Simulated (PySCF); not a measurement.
C₃H₄O₂Si.

```xyz
10

C      0.6056    -2.3212     0.0000
C      0.2101    -1.0526     0.0000
O      1.1105     0.0197     0.0000
C      0.2953     1.1445     0.0000
O      0.7085     2.2538     0.0000
Si    -1.3167     0.0520     0.0000
H      1.6668    -2.5842     0.0000
H     -0.1324    -3.1243     0.0000
H     -2.1592     0.0844     1.2271
H     -2.1592     0.0844    -1.2271
```
Charge 0, spin multiplicity 1.

Coordinates come from a PBE0-D3(BJ)/def2-SVP optimisation. The structure was generated by enumeration, and PubChem lists no compound with its InChIKey, so it may never have been made.

These are PySCF with PBE0/pcSseg-1 values and carry that method's errors. Non-relativistic, no solvent.

Computed absolute GIAO shielding of each atom: isotropic value and principal components (ppm):
```json
[
 {"atom": "C1", "σ(iso)": "73.4", "σ11": "-37.4", "σ22": "95.6", "σ33": "162.1", "span": "199.5"},
 {"atom": "C2", "σ(iso)": "24.7", "σ11": "-74.3", "σ22": "38.9", "σ33": "109.4", "span": "183.7"},
 {"atom": "O3", "σ(iso)": "-109.3", "σ11": "-351.6", "σ22": "-1.6", "σ33": "25.4", "span": "377.0"},
 {"atom": "C4", "σ(iso)": "8.0", "σ11": "-96.4", "σ22": "59.5", "σ33": "60.9", "span": "157.3"},
 {"atom": "O5", "σ(iso)": "-189.6", "σ11": "-555.6", "σ22": "-239.9", "σ33": "226.7", "span": "782.2"},
 {"atom": "Si6", "σ(iso)": "368.1", "σ11": "279.9", "σ22": "340.2", "σ33": "484.3", "span": "204.4"},
 {"atom": "H7", "σ(iso)": "25.4", "σ11": "22.5", "σ22": "24.3", "σ33": "29.3", "span": "6.8"},
 {"atom": "H8", "σ(iso)": "26.2", "σ11": "23.9", "σ22": "25.4", "σ33": "29.4", "span": "5.5"},
 {"atom": "H9", "σ(iso)": "25.9", "σ11": "23.5", "σ22": "24.5", "σ33": "29.6", "span": "6.1"},
 {"atom": "H10", "σ(iso)": "25.9", "σ11": "23.5", "σ22": "24.5", "σ33": "29.6", "span": "6.1"}
]
```
